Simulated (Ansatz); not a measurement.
Species: C6H13S, net charge 0, doublet state. It need not be the lowest isomer of its formula. SMILES: [CH2]SCCCCC
Structure (B3LYP-D3(BJ)/def2-TZVP (Ansatz, an electronic-structure program) minimum search):
```
C
H 1 1.0929
H 1 1.0934 2 106.35
C 1 1.5239 2 109.21 3 -117.58
H 4 1.0914 1 110.88 2 176.22
H 4 1.0922 5 107.44 1 -121.71
C 1 1.5273 2 109.77 3 118.88
H 7 1.0958 1 109.44 2 63.62
H 7 1.0959 8 106.08 1 -118.05
C 7 1.5271 8 109.22 9 -117.61
H 10 1.0946 7 109.13 8 179.99
H 10 1.0947 11 106.11 7 -117.45
C 10 1.5258 11 109.61 12 -118.29
H 13 1.0914 10 111.47 11 58.01
H 13 1.0927 14 107.74 10 122.11
H 13 1.0927 14 107.74 15 115.78
S 4 1.8196 5 104.90 6 -114.55
C 17 1.7042 4 101.89 5 167.73
H 18 1.0786 17 117.31 4 174.65
H 18 1.0799 19 120.34 17 -167.23
```
Charge 0, spin multiplicity 2.

Property: atomisation energy (electronic, to ground-state atoms), in kcal/mol. Valence correlation only, unless marked. Open shells are spin-unrestricted. Spin-orbit coupling is left out. No relativistic terms. The coupled-cluster limit lacks core correlation, which all-electron functionals hold. CBS(X,Y): correlation extrapolated as X^-3; Hartree-Fock from the larger set. The bracket is a focal-point correction in the basis named.

```csv
level,program,atomisation energy (kcal/mol),minus last row
HF/cc-pV(D+d)Z,Ansatz,1368.7,-476.7
B3LYP-D3(BJ)/def2-TZVPD,Ansatz + dftd3,1848.8,3.4
B3LYP/def2-TZVPD,Ansatz,1830.7,-14.7
PBE0/def2-SVP,Ansatz,1866.8,21.4
PBE0-D3(BJ)/def2-TZVPD,Ansatz + dftd3,1862.7,17.3
PBE0-D4/def2-TZVP,Ansatz + dftd4,1861.6,16.2
SCS-MP2/6-31G,Ansatz,1583.4,-262.0
CCSD/6-31G*,Ansatz,1673.1,-172.3
CCSD(T)/6-31G*,Ansatz,1687.7,-157.7
"RI-MP2/CBS(cc-pV(T+d)Z,cc-pV(Q+d)Z)+[CCSD(T)-MP2]/cc-pV(T+d)Z",Ansatz,1845.4,0.0
```
